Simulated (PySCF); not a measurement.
**Magnetic susceptibility: SMILES Cc1c(C#N)noc1F, C5H3FN2O**

Geometry:
```
atom   x (Å)   y (Å)   z (Å)
  C1  -1.191  -0.985   0.095
  C2  -0.261   0.170   0.083
  C3   1.137   0.196  -0.218
  C4   1.925  -0.918  -0.576
  N5   2.512  -1.857  -0.861
  N6   1.624   1.412  -0.122
  O7   0.614   2.224   0.233
  C8  -0.494   1.488   0.353
  F9  -1.600   2.112   0.698
 H10  -0.853  -1.733   0.810
 H11  -2.191  -0.656   0.366
 H12  -1.222  -1.454  -0.888
```

Level of theory: PySCF 2.14.0, GIAO B97-2/pcSseg-1 magnetisability, rotational g tensor and spin-rotation constants, non-relativistic, gas phase. Geometry: GFN2-xTB.

**Question.** What are the magnetisability and the molar susceptibility?

**Answer.** Isotropic -1068 × 10⁻³⁰ J/T², or -64.3 × 10⁻⁶ cm³/mol; principal values -1378, -928, -898 × 10⁻³⁰ J/T², anisotropy 466 × 10⁻³⁰ J/T² (root of half the summed squared differences of the principal values). The susceptibility is in cgs units.

**Question.** Split it along the inertial axes a, b, c into diamagnetic and paramagnetic parts about the centre of mass, with the quadrupole moment.

**Answer.** 
| axis | χ (10⁻⁶ cm³/mol) | diamagnetic (10⁻⁶ cm³/mol) | paramagnetic (10⁻⁶ cm³/mol) | summed x² of all electrons (Å²) | quadrupole Θ (D Å) |
| --- | --- | --- | --- | --- | --- |
| a | -54.1 | -447.6 | 393.5 | 206.2 | -13.29 |
| b | -55.9 | -924.5 | 868.6 | 93.8 | +5.83 |
| c | -83.0 | -1272.3 | 1189.3 | 11.8 | +7.47 |

Anisotropies 2χaa − χbb − χcc = +30.7 and 2χbb − χaa − χcc = +25.3 × 10⁻⁶ cm³/mol. Θ is traceless in Buckingham's convention.

**Question.** And the rotational g tensor?

**Answer.** 
```tsv
axis	rotational constant (GHz)	g	nuclear part	electronic part
a	3.3899	-0.0533	0.5734	-0.6267
b	1.2861	-0.0260	0.4988	-0.5248
c	0.9378	-0.0074	0.5166	-0.5240
```
Asymmetric top; isotopes 12C, 19F, 1H, 14N, 16O; no vibrational averaging.
